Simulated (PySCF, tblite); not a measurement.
C3H6O2Si.
Geometry (GFN2-xTB, Å), atoms numbered from 1 in this order:
```xyz
12
C3H6O2Si angstrom
C      1.9642    0.9382    0.1331
C      0.7862    0.3690   -0.0087
C      0.2093   -0.9238    0.5021
Si    -1.2968   -0.4042   -0.5566
O     -2.7453   -0.0338    0.0588
O     -0.2682    0.9058   -0.7375
H      2.1937    1.8818   -0.3275
H      2.7298    0.4652    0.7200
H      0.7839   -1.7984    0.2113
H      0.0968   -0.9339    1.5845
H     -1.5946   -1.1150   -1.7792
H     -2.8577    0.6484    0.7178
```

Level of theory: CAM-B3LYP/def2-SVPD in PySCF (dipole) on a GFN2-xTB geometry, gas phase.

Masses are those of the commonest isotopes; rigid-rotor values at the optimised geometry. The values belong to one conformer with, in the numbering `[CH2:1]=[C:2]1[CH2:3][Si@@H:4]([OH:5])[O:6]1`, C3–Si4–O5–H 56°.

Task: What are A, B and C (GHz)?

Result: Ia = 62.74, Ib = 253.12, Ic = 280.92 u·Å²; 505379 MHz·u·Å²/I gives 8055, 1997 and 1799 MHz, that is A = 8.0552, B = 1.9966, C = 1.7990 GHz.

Task: What kind of rotor is it?

Result: A near-prolate asymmetric top. Ray's parameter κ = (2B − A − C)/(A − C) = -0.937; −1 is the prolate and +1 the oblate limit.

Task: Is it planar, by Δ = Ic − Ia − Ib?

Result: Not planar: Δ = Ic − Ia − Ib = -34.94 u·Å². For a rigid frame Δ = −2 Σ m c², so Σ m c² = 17.47 u·Å² lies off the ab plane: 6.90 from hydrogen and 10.56 from heavier atoms. The atom farthest from that plane is 1.74 Å away.

Task: Give the other two planar moments, Paa and Pbb, and the rms extents of the mass along the axes.

Result: Paa = Σ m a² = (Ib + Ic − Ia)/2 = 235.65 and Pbb = Σ m b² = (Ia + Ic − Ib)/2 = 45.27 u·Å². With the mass M = 102.01 u, the rms extents √(P/M) along a, b and c are 1.52, 0.67, 0.41 Å.

Task: List the rotational levels J(Ka,Kc) to J = 5 (MHz).

Result: Above 0(0,0):
J = 1: 1(0,1) 3796, 1(1,1) 9854, 1(1,0) 10052
J = 2: 2(0,2) 11382, 2(1,2) 17248, 2(1,1) 17841, 2(2,1) 36017, 2(2,0) 36021
J = 3: 3(0,3) 22750, 3(1,3) 28335, 3(1,2) 29521, 3(2,2) 47404, 3(2,1) 47427, 3(3,1) 78194, 3(3,0) 78194
J = 4: 4(0,4) 37885, 4(1,4) 43113, 4(1,3) 45089, 4(2,3) 62582, 4(2,2) 62654, 4(3,2) 93385, 4(3,1) 93386, 4(4,1) 136479, 4(4,0) 136479
J = 5: 5(0,5) 56769, 5(1,5) 61578, 5(1,4) 64540, 5(2,4) 81550, 5(2,3) 81715, 5(3,3) 112379, 5(3,2) 112381, 5(4,2) 155468, 5(4,1) 155468, 5(5,1) 210875, 5(5,0) 210875
Those of J = 1 are B + C, A + C and A + B.

Task: Predict some low-J microwave lines.

Result: The dipole components are |μa| = 0.42 D, |μb| = 1.38 D, |μc| = 0.98 D. Intensities carry the squares of the components, which stand as 0.09 : 1.00 : 0.51 (a : b : c). Some lines, for components of 0.1 D or more:

```
type  branch         J(Ka,Kc)    MHz  lower level (cm⁻¹)
   a       Q  2(1,1) ← 2(1,2)    593               0.575
   b       R  2(0,2) ← 1(1,1)   1528               0.329
   a       R  1(0,1) ← 0(0,0)   3796               0.000
   c       Q  2(1,2) ← 2(0,2)   5866               0.380
   c       Q  1(1,1) ← 1(0,1)   6059               0.127
   b       Q  1(1,0) ← 1(0,1)   6256               0.127
   a       R  2(1,2) ← 1(1,1)   7394               0.329
   a       R  2(0,2) ← 1(0,1)   7587               0.127
   a       R  2(1,1) ← 1(1,0)   7789               0.335
   b       R  1(1,1) ← 0(0,0)   9854               0.000
   c       R  1(1,0) ← 0(0,0)  10052               0.000
   b       R  2(1,2) ← 1(0,1)  13452               0.127
   c       R  2(1,1) ← 1(0,1)  14045               0.127
   c       Q  2(2,1) ← 2(1,1)  18176               0.595
   b       Q  2(2,0) ← 2(1,1)  18181               0.595
   b       Q  2(2,1) ← 2(1,2)  18769               0.575
   b       R  2(2,1) ← 1(1,0)  25965               0.335
   c       R  2(2,0) ← 1(1,0)  25970               0.335
   c       R  2(2,1) ← 1(1,1)  26162               0.329
   b       R  2(2,0) ← 1(1,1)  26167               0.329
```

Its GFN2-xTB frequencies are all real (lowest 88 cm⁻¹). These are rigid-rotor constants of the computed structure; measured ground-state constants (B0) also hold zero-point vibration.
